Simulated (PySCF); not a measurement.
## `O=CC1CCCCC1`: 4 charge schemes on one density

Compound: C7H12O.
SMILES with atom numbers: `[O:1]=[CH:2][CH:3]1[CH2:4][CH2:5][CH2:6][CH2:7][CH2:8]1` (hydrogens: H9 on C2; H10 on C3; H11, H12 on C4; H13, H14 on C5; H15, H16 on C6; H17, H18 on C7; H19, H20 on C8)

Structure used (PBE0-D3(BJ)/def2-SVP), in Å, numbered top down from 1:
```
atom  x, y, z in Å
O1     2.2869   -0.3527   -1.3921
C2     1.8586    0.5420   -0.7139
C3     1.0891    0.3782    0.5757
C4     0.6874   -1.0707    0.8422
C5    -0.4587   -1.5214   -0.0597
C6    -1.6484   -0.5701    0.0184
C7    -1.2336    0.8624   -0.3011
C8    -0.1099    1.3324    0.6175
H9     2.0378    1.6134   -1.0051
H10    1.8123    0.7092    1.3484
H11    1.5617   -1.7236    0.6989
H12    0.3828   -1.1609    1.8991
H13   -0.7662   -2.5442    0.2112
H14   -0.0958   -1.5726   -1.0999
H15   -2.0794   -0.6023    1.0361
H16   -2.4471   -0.8983   -0.6662
H17   -2.0954    1.5443   -0.2210
H18   -0.8957    0.9156   -1.3527
H19    0.2098    2.3545    0.3506
H20   -0.4812    1.3863    1.6549
```

Density: PBE0/pcSseg-1 (PySCF); schemes: Mulliken, IAO, Hirshfeld and ESP-fitted. Isolated species at its PBE0-D3(BJ)/def2-SVP geometry (one conformer only).

Give the atomic charges in each scheme.

In e; atoms taken as equivalent share a row and are averaged (×n: the atom named and its like, n in all):

| atom | environment | Mulliken | IAO | Hirshfeld | ESP-fitted |
| --- | --- | --- | --- | --- | --- |
| O1 | aldehyde oxygen | -0.349 | -0.390 | -0.214 | -0.449 |
| C2 | aldehyde carbon | +0.304 | +0.267 | +0.137 | +0.400 |
| C3 | sp3 carbon next to a carbonyl | -0.394 | -0.162 | -0.031 | +0.131 |
| C4/C8 | ring CH2 carbon | -0.168 | -0.254 | -0.068 | -0.166 |
| C5/C7 | ring CH2 carbon | -0.229 | -0.253 | -0.069 | -0.002 |
| C6 | ring CH2 carbon | -0.223 | -0.251 | -0.068 | -0.062 |
| H9 | formyl hydrogen | +0.075 | +0.086 | +0.036 | -0.015 |
| H10 | methine hydrogen | +0.152 | +0.152 | +0.051 | -0.006 |
| H11/H19 | methylene hydrogen | +0.128 | +0.137 | +0.037 | +0.041 |
| H12/H20 | methylene hydrogen | +0.121 | +0.129 | +0.037 | +0.055 |
| H13/H17 | methylene hydrogen | +0.123 | +0.134 | +0.040 | +0.019 |
| H14/H18 | methylene hydrogen | +0.125 | +0.129 | +0.032 | +0.032 |
| H15 | methylene hydrogen | +0.110 | +0.120 | +0.032 | +0.030 |
| H16 | methylene hydrogen | +0.123 | +0.134 | +0.039 | +0.015 |

Mean size of the charges over all atoms: IAO 0.182 e, Mulliken 0.176 e, ESP-fitted 0.088 e, Hirshfeld 0.059 e. Each set sums to the total charge, 0, to within 0.001 e. The Hirshfeld scheme divides the density at each point in proportion to the densities of the neutral, spherically averaged free atoms. The ESP scheme fits charges at the nuclei, held to the total charge, to the electrostatic potential on points at 1.4 to 2.0 times the van der Waals radii.

Some averages cover members that differ in this geometry: C4/C8, ESP-fitted -0.204 to -0.129; C4/C8, Mulliken -0.189 to -0.147; C5/C7, ESP-fitted -0.018 to +0.014; H12/H20, ESP-fitted +0.040 to +0.070 e.

Lowest charge. The schemes don't all agree: Mulliken C3 (-0.394); IAO O1 (-0.390); Hirshfeld O1 (-0.214); ESP-fitted O1 (-0.449).

Highest charge. All schemes agree: Mulliken C2 (+0.304); IAO C2 (+0.267); Hirshfeld C2 (+0.137); ESP-fitted C2 (+0.400).

How many electrons does the Mulliken scheme count on O1?

Z − q = 8 − (-0.349) = 8.349.

Sum the charges by element, for elements with more than one atom.

```
element  atoms  Mulliken     IAO  Hirshfeld  ESP-fitted
      C      7    -1.105  -1.160     -0.236      +0.131
      H     12    +1.454  +1.549     +0.451      +0.318
```

These values come from a run that also computed NMR shieldings. Hardware: x86-64 server, one thread, on a shared host. Cost: 25 s wall.
